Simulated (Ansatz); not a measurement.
Input for Ansatz (an electronic-structure program): R-CCSD(T)/aug-cc-pVTZ on aminoborane (SMILES BN), atoms moved off the minimum.

Ansatz 0.2 input:
```yaml
crystal:
  periodic: [false, false, false]
  atoms:
    - {symbol: B, position_ang: [-0.76061831, -0.11878816, 0.04857524]}
    - {symbol: N, position_ang: [0.60952875, -0.04504196, -0.02211877]}
    - {symbol: H, position_ang: [-1.31535767, -1.07975301, -0.07853164]}
    - {symbol: H, position_ang: [-1.35476254, 1.08870102, 0.10632690]}
    - {symbol: H, position_ang: [1.09014601, 0.62419749, -0.00116591]}
    - {symbol: H, position_ang: [1.11798939, -0.96672055, -0.14839383]}
basis:
  gaussian:
    orbitals: aug-cc-pVTZ
magnetization: {spin_polarized: false}
correlation: {method: ccsd_t, electrons: outside_noble_gas}
scf: {lower_state_search: off}
output: {forces: true}
```

Q: What total energy does the run end on?

A: -81.8380 hartree (reference determinant -81.4726, T1 diagnostic 0.012).

Q: How many basis functions does it have, and what does it roughly cost on one machine?

A: 184 functions; around 6 core-minutes (rough).
